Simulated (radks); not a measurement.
The numbers below are computed, except where a source is named.
Xe II, configuration [Kr] 4d10 5s2 5p5 (the NIST ground configuration).

Code: a radial shooting solver on a logarithmic mesh with Libxc functionals. Model: scalar-relativistic Kohn-Sham, PBE, spin-unpolarised, spherical densities, finite nucleus; Fermi nuclear charge, rms radius 4.7859 fm.

Energy parts (hartree):
total: -7446.57663
kinetic: 7830.34826
electron-nucleus: -18003.88617
Hartree: 2913.21893
exchange-correlation: -186.25765

Orbitals (lengths in bohr, moments of r in powers of bohr; r(max) is where P^2 peaks; r(90%) holds 90 % of the orbital's charge):
orbital	occ.	eigenvalue (hartree)	r(max)	<r^2>	r(90%)
1s	2	-1263.464	0.01716	0.0009638	0.0480
2s	2	-196.9517	0.09696	0.01549	0.177
2p	6	-176.7677	0.07780	0.01228	0.163
3s	2	-40.58049	0.2789	0.1073	0.450
3p	6	-34.06088	0.2729	0.1074	0.456
3d	10	-24.39184	0.2260	0.09327	0.441
4s	2	-7.62588	0.6611	0.5799	1.03
4p	6	-5.56129	0.6934	0.6658	1.12
4d	10	-2.55112	0.7482	0.8957	1.33
5s	2	-1.06852	1.614	3.754	2.65
5p	5	-0.62505	1.873	5.454	3.23

The highest occupied level is 5p at -17.008 eV. Summed over all electrons, <r^2> = 50.79 bohr^2, which gives a Langevin (diamagnetic) susceptibility term of -40.2 x 10^-6 cm^3/mol. For comparison, the ionisation energy in NIST's Atomic Spectra Database is 20.975 eV (semi-empirical). In exact Kohn-Sham theory the highest level is minus the ionisation energy, but local and semilocal functionals leave it too shallow, through self-interaction and a potential that decays too fast; potentials with the right tail come closer. The electron density at the nucleus is 2.806e+05 e/bohr^3 (large components only). The density falls to 0.001 e/bohr^3 at r = 4.12 bohr.

Beside tabulated values, note that spin-unpolarised runs miss the spin-polarisation part of the exchange energy of open shells.
